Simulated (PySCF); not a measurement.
**TDDFT excited states: C6H12Ge**

C₆H₁₂Ge.
Atom-mapped SMILES: `[CH2:1]=[C:2]([CH3:3])[C@@H:4]1[CH2:5][C@H:6]1[GeH3:7]` (hydrogens: H8, H9 on C1; H10, H11, H12 on C3; H13 on C4; H14, H15 on C5; H16 on C6; H17, H18, H19 on Ge7)

Theory: PySCF 2.14.0, density-fitted response routines, TDDFT wB97X-D/def2-SVPD, vertical, gas phase, core orbitals frozen in the response. One conformer (not necessarily the lowest) at the PBE0-D3(BJ)/def2-SVP geometry, without solvent, vibrations or thermal averaging. The wB97X-D/def2-SVPD calculation is non-relativistic and has no spin–orbit coupling, an omission that weighs most on germanium. Torsions of this conformer, `[CH2:1]=[C:2]([CH3:3])[C@@H:4]1[CH2:5][C@H:6]1[GeH3:7]`: C1–C2–C4–C5 32°.

```json
{"state": "S1", "λ (nm)": "192.5", "E (eV)": "6.44", "f": "0.321", "|μ| (D)": "3.63", "main configurations (H = HOMO, L = LUMO)": "H→L+1 (68%), H→L (26%)"}
{"state": "S2", "λ (nm)": "181.7", "E (eV)": "6.82", "f": "0.022", "|μ| (D)": "0.92", "main configurations (H = HOMO, L = LUMO)": "H→L (28%), H→L+2 (28%), H→L+1 (16%)"}
{"state": "S3", "λ (nm)": "168.6", "E (eV)": "7.35", "f": "0.0064", "|μ| (D)": "0.48", "main configurations (H = HOMO, L = LUMO)": "H→L+4 (64%), H→L+5 (14%)"}
{"state": "S4", "λ (nm)": "165.6", "E (eV)": "7.49", "f": "0.0023", "|μ| (D)": "0.28", "main configurations (H = HOMO, L = LUMO)": "H→L+3 (63%), H→L (11%)"}
{"state": "S5", "λ (nm)": "159.9", "E (eV)": "7.75", "f": "0.019", "|μ| (D)": "0.79", "main configurations (H = HOMO, L = LUMO)": "H→L+5 (34%), H-1→L+1 (16%), H→L+4 (10%)"}
{"state": "S6", "λ (nm)": "159.5", "E (eV)": "7.78", "f": "0.010", "|μ| (D)": "0.59", "main configurations (H = HOMO, L = LUMO)": "H-1→L+1 (34%), H→L+2 (19%), H-1→L (9%)"}
{"state": "S7", "λ (nm)": "158.9", "E (eV)": "7.80", "f": "0.102", "|μ| (D)": "1.85", "main configurations (H = HOMO, L = LUMO)": "H→L+5 (30%), H→L+2 (18%), H-1→L+1 (12%)"}
{"state": "S8", "λ (nm)": "151.6", "E (eV)": "8.18", "f": "0.016", "|μ| (D)": "0.72", "main configurations (H = HOMO, L = LUMO)": "H-1→L (43%), H-1→L+2 (17%), H-1→L+1 (12%)"}
{"state": "S9", "λ (nm)": "150.7", "E (eV)": "8.23", "f": "0.0081", "|μ| (D)": "0.51", "main configurations (H = HOMO, L = LUMO)": "H→L+6 (57%)"}
{"state": "S10", "λ (nm)": "150.0", "E (eV)": "8.26", "f": "0.036", "|μ| (D)": "1.07", "main configurations (H = HOMO, L = LUMO)": "H→L+7 (31%), H-2→L+1 (13%), H-1→L+1 (8%)"}
```

Triplets (Tamm–Dancoff): T1 4.15 eV, H→L+1 (66%), H→L (21%); T2 6.78 eV, H→L (31%), H→L+2 (30%), H→L+1 (12%); T3 7.27 eV, H→L+4 (48%), H→L+5 (11%), H→L+3 (11%); T4 7.36 eV, H-1→L+1 (56%), H-1→L (16%).

The lowest singlet lies at 6.44 eV (193 nm, vacuum ultraviolet) and is strong; its leading configuration is HOMO→LUMO+1 (68%). The lowest level is also the most intense of those listed (f = 0.321). Löwdin shares by element: HOMO carbon 74% or more (atoms not listed hold the other 26%); LUMO germanium 41%, carbon 16% or more, hydrogen 8% or more (atoms not listed hold the other 34%). Weighted by f, the mean energy of these states is 7.00 eV. Of the 10 states listed, 7 reach f = 0.01 and none stays under 0.0005. The oscillator strengths of these states sum to 0.543; summed over the whole spectrum of an exact calculation they would give the number of electrons, 80 (Thomas–Reiche–Kuhn). No computed singlet lies in the visible range (380 to 750 nm); the lowest, at 193 nm, stands 3.18 eV above its violet end (3.26 eV). All these states lie below the vertical ionisation energy of 8.58 eV (ΔSCF). Only the lowest 10 singlets were computed, as vertical energies without vibronic structure.

The run took 2.7 min of wall time on one thread of an Arm Neoverse V1, on a shared host, and the process peaked at 1.4 GiB of memory.
